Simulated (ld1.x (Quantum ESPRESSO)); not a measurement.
# An all-electron radial function and its pseudo partner (Zn)

Columns: radius, all-electron u(r) and pseudo u(r) of the 4s shell (level -6.23 eV) of zinc in the configuration [Ar] 3d10 4s2 4p0; LDA (PZ), scalar-relativistic, ultrasoft scheme, ld1.x (Quantum ESPRESSO) 7.5.

| r (bohr) | all-electron | pseudo |
| --- | --- | --- |
| 0.138 | -0.1666 | -0.0126 |
| 0.275 | 0.0107 | -0.0297 |
| 0.413 | 0.2376 | -0.0557 |
| 0.550 | 0.2749 | -0.0928 |
| 0.688 | 0.1779 | -0.1428 |
| 0.825 | 0.0267 | -0.2042 |
| 0.963 | -0.1327 | -0.2753 |
| 1.100 | -0.2753 | -0.3510 |
| 1.238 | -0.3949 | -0.4275 |
| 1.375 | -0.4882 | -0.4985 |
| 1.513 | -0.5585 | -0.5602 |
| 1.650 | -0.6077 | -0.6077 |
| 1.788 | -0.6397 | -0.6397 |
| 1.925 | -0.6572 | -0.6572 |
| 2.062 | -0.6632 | -0.6632 |
| 2.200 | -0.6600 | -0.6600 |
| 2.338 | -0.6494 | -0.6494 |
| 2.475 | -0.6334 | -0.6334 |
| 2.613 | -0.6130 | -0.6130 |
| 2.750 | -0.5898 | -0.5898 |
| 2.888 | -0.5643 | -0.5643 |
| 3.025 | -0.5376 | -0.5376 |
| 3.162 | -0.5101 | -0.5101 |
| 3.300 | -0.4822 | -0.4822 |
| 3.438 | -0.4544 | -0.4544 |
| 3.575 | -0.4273 | -0.4273 |

Question: How many radial nodes do the two functions have?

Answer: The all-electron 4s function has n − l − 1 = 3 (the table is too coarse to show those close to the nucleus); the pseudo-wave has 0, since the states of the same l below it are removed with the core.

Question: At about which radius was the pseudo-wave matched?

Answer: 1.70 bohr, where the columns begin to agree (steps of 0.14 bohr).

Question: Is the pseudo-wave norm-conserving?

Answer: No, it belongs to an ultrasoft set: the norm inside the radius is not constrained, and the difference is carried by the augmentation charge.
